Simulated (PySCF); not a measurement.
A calculated (LDA, PySCF 2.14, x2c-TZVPPall, the spin-free X2C one-electron Hamiltonian (Gaussian nucleus)) atom or ion has these occupied shells.

```
shell  electrons  orbital energy (eV)  rms radius, mean of both spins (bohr)
 1s α          1             -62983.8                                 0.0219
 1s β          1             -62983.8                                 0.0219
 2s α          1             -10724.7                                 0.0886
 2s β          1             -10724.7                                 0.0886
 2p α          3              -9468.5                                 0.0801
 2p β          3              -9468.4                                 0.0801
 3s α          1              -2432.0                                  0.227
 3s β          1              -2432.0                                  0.227
 3p α          3              -2053.0                                  0.228
 3p β          3              -2053.0                                  0.228
 3d α          5              -1583.5                                  0.208
 3d β          5              -1583.5                                  0.208
 4s α          1              -484.11                                  0.509
 4s β          1              -484.09                                  0.509
 4p α          3              -359.01                                  0.542
 4p β          3              -358.99                                  0.542
 4d α          5              -192.42                                  0.591
 4d β          5              -192.39                                  0.591
 5s α          1              -62.409                                   1.24
 5s β          1              -62.100                                   1.24
 5p α          3              -33.390                                   1.49
 5p β          3              -32.919                                   1.49
 4f α          7              -11.021                                  0.833
 4f β          7              -10.911                                  0.833
 6s α          1               -6.090                                   3.71
 5d α          1               -3.398                                   3.04
 6p α          1               -2.427                                   5.31
```

Q: Name the element and its charge.

A: Lu (lutetium, neutral), in [Xe] 4f14 5d1 6s1 6p1, one real determinant (an excited configuration).
